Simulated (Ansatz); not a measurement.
Start from `NC#C[SeH]` and change one atom or group to get `NC#C[TeH]`.

Ansatz, PBE0-D4/def2-TZVP geometries, multiplicity 1. Each molecule was computed in one conformer, which needn't be the lowest.

Elements past krypton have def2 core potentials. Scalar relativity is left out up to krypton.

| property | `NC#C[SeH]` |
| --- | --- |
| LUMO energy (PBE0/def2-TZVPP) / eV | 0.22 |
| HOMO–LUMO gap (ωB97M-V/def2-TZVPP) / eV | 10.46 |
| LUMO energy (ωB97M-V/def2-TZVPP) / eV | 2.03 |
| HOMO energy (B3LYP/def2-TZVPP) / eV | -6.11 |
| size of the dipole moment (ωB97M-V/def2-TZVPP) / D | 2.14 |
| HOMO–LUMO gap (PBE/def2-TZVPP) / eV | 4.56 |

**Question.** Give the same properties after the change, and the shifts. (Best estimate.)

**Answer.** Ansatz gave: 
```csv
property,`NC#C[TeH]`,shift
LUMO energy (PBE0/def2-TZVPP) / eV,-0.41,-0.63
HOMO–LUMO gap (ωB97M-V/def2-TZVPP) / eV,9.47,-0.99
LUMO energy (ωB97M-V/def2-TZVPP) / eV,1.41,-0.62
HOMO energy (B3LYP/def2-TZVPP) / eV,-5.80,0.31
size of the dipole moment (ωB97M-V/def2-TZVPP) / D,2.20,0.06
HOMO–LUMO gap (PBE/def2-TZVPP) / eV,3.77,-0.79
```

With PBE0 the HOMO rises by 0.32 eV and the LUMO falls by 0.63 eV, so the gap narrows by about 0.95 eV. PBE moves the HOMO by 0.24 eV and ωB97M-V by 0.37 eV. Dipoles are sizes alone; their direction can turn.

B3LYP here is the variant with VWN-RPA as its local correlation; programs differ in this.

Spin–orbit coupling is left out; it splits and shifts lone-pair levels of the heavy atoms by tenths of an eV.
